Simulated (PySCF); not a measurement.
## PtH4(NH3) at several levels of theory

Computed with PySCF 2.14.0 (density fitting, no spin-orbit coupling) at the geometry relaxed with PBE0:

```xyz
9
PtH4(NH3) (singlet)
Pt   -0.2602    0.2896    0.0312
H     1.1751    1.1310    0.5564
H     1.4946    0.3531    0.3879
H    -0.7326    1.7363    0.3739
H    -1.7880    0.1130   -0.3198
N     0.0250   -1.8336   -0.5527
H    -0.7554   -2.3712   -0.1757
H    -0.0241   -1.9168   -1.5689
H     0.8817   -2.2969   -0.2524
```

| level | basis | state | HOMO (eV) | gap (eV) | charge on Pt1 (e) | dipole about the centre of mass (D) | largest force component (eV/Å) |
| --- | --- | --- | --- | --- | --- | --- | --- |
| PBE0 | Pt def2-SVP with ECP60, H def2-SVP, N def2-SVP | singlet | -6.08 | 6.03 | -0.17 | 5.65 | 0.04 |
| PBE0 | Pt def2-TZVP with ECP60, H def2-TZVP, N def2-TZVP | singlet | -6.05 | 5.71 | -0.25 | 5.45 | 0.27 |
| PBE0 | Pt x2c-SVPall, H x2c-SVPall, N x2c-SVPall | singlet | -6.17 | 6.19 | -0.53 | 5.52 | 0.61 |

Charges are Mulliken's, which hang on the basis. The relaxation used the grid (50, 194), these runs (75, 302) or, all-electron (x2c bases, spin-free X2C Hamiltonian), (99, 590).

(1) Order these levels, in the first row's basis, by the HOMO–LUMO gap they give here, smallest first.
A. M06-L
B. wB97X
C. BP86
D. HF

(2) And their other results?

On relaxing from the template, bonds within or between ligands changed, so the formula names the start rather than the bonding at the end.

Results:

(1) C (4.08 eV), A (4.55 eV), B (10.38 eV), D (11.69 eV).

(2) 
```json
{"level": "BP86", "state": "singlet", "HOMO (eV)": "-4.96", "gap (eV)": "4.08", "charge on Pt1 (e)": "-0.21", "dipole about the centre of mass (D)": "5.54", "largest force component (eV/Å)": "0.43"}
{"level": "HF", "state": "singlet", "HOMO (eV)": "-9.01", "gap (eV)": "11.69", "charge on Pt1 (e)": "0.07", "dipole about the centre of mass (D)": "6.17", "largest force component (eV/Å)": "0.98"}
{"level": "M06-L", "state": "singlet", "HOMO (eV)": "-4.85", "gap (eV)": "4.55", "charge on Pt1 (e)": "0.15", "dipole about the centre of mass (D)": "5.51", "largest force component (eV/Å)": "0.30"}
{"level": "wB97X", "state": "singlet", "HOMO (eV)": "-8.42", "gap (eV)": "10.38", "charge on Pt1 (e)": "-0.06", "dipole about the centre of mass (D)": "5.82", "largest force component (eV/Å)": "0.13"}
```
